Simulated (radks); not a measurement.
Q: These are the eigenvalues of the occupied orbitals of an atom or ion with whole-number occupations (eV). Method: Dirac Kohn-Sham, exchange-only PBE, spin-unpolarised, spherical densities, finite nucleus; Fermi nuclear charge, rms radius of each element as measured or else 0.836 A^(1/3) + 0.57 fm; computed with a radial shooting solver on a logarithmic mesh with Libxc functionals.

orbital  eigenvalue
1s1/2     -37444.09
2s1/2     -6096.485
2p1/2     -5755.937
2p3/2     -5374.003
3s1/2     -1451.091
3p1/2     -1308.190
3p3/2     -1234.112
3d3/2     -983.6198
3d5/2     -967.7932
4s1/2     -441.9765
4p1/2     -389.1014
4p3/2     -372.7088
4d3/2     -285.2508
4d5/2     -282.2710

Which element is it, and in what charge state? The configuration may be excited. Open shells, if any, fill j = l - 1/2 first.

A: Z = 56, barium, charge +12: Ba12+ in [Kr] 4d8. The list shows which subshells hold electrons but not how many an open one holds; the 1s level, -1376 hartree, gives Z - s = 52.5 by -(Z - s)^2/2, which with screening and relativity narrows Z to a few neighbours, and the depths of the outer levels then fix element, charge and occupations together.
